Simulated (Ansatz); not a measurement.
Reaction (ligand exchange at the Si–O bond): `[CH3][Ga]([CH3])[O][SiH3]` + `[OH][Al]([OH])[Br]` → `[OH][Al]([Br])[O][SiH3]` + `[CH3][Ga]([CH3])[OH]`

Gas-phase electronic energies from Ansatz, PBE0-D4/def2-TZVP geometries. CCSD(T)/CBS adds triple-zeta CCSD(T) − MP2 to the extrapolated MP2 energy (def2 sets, frozen cores). DFT in def2-TZVPP. HSE06 is defined as in plane-wave codes. For Br, Ga outer-core shells are correlated without core-valence functions, which leaves a few kJ/mol of doubt a bond. Scalar relativity is left out up to krypton. Each species was taken in one conformer, which may not be the lowest.

Q: Is it downhill or uphill in electronic energy at CCSD(T)/CBS, and by how much? (An estimate is asked.)

A: Ansatz gave: Nearly level: ΔE = -2.4 kJ/mol.

Q: What do these levels give: HSE06-D4, BHLYP-D4, ωB97X-V, PBE-QIDH, r2SCAN, PBE0, r2SCANh, MP2/def2-TZVPP, SCS-MP2/def2-TZVPP, CCSD(T)/def2-TZVPP, HF/def2-QZVPP, MP2/CBS(def2)? (An estimate is asked.)

A: Ansatz gave: HSE06-D4 0.4, BHLYP-D4 -0.6, ωB97X-V -1.5, PBE-QIDH -0.8, r2SCAN -0.7, PBE0 -1.2, r2SCANh -0.7, MP2/def2-TZVPP -0.9, SCS-MP2/def2-TZVPP -1.7, CCSD(T)/def2-TZVPP -1.6, HF/def2-QZVPP -3.9, MP2/CBS(def2) -1.7 kJ/mol.

Largest T1 diagnostic among the species: 0.013.

At CCSD(T), def2-SVP lies −3.8 kJ/mol from the extrapolated value and def2-TZVPP +0.8 kJ/mol. Leaving LDA and LC-ωPBE aside and taking each functional with its dispersion term where it has one, the values, not all of them listed here, spread over 4.7 kJ/mol, from B2PLYP to revPBE-D4.
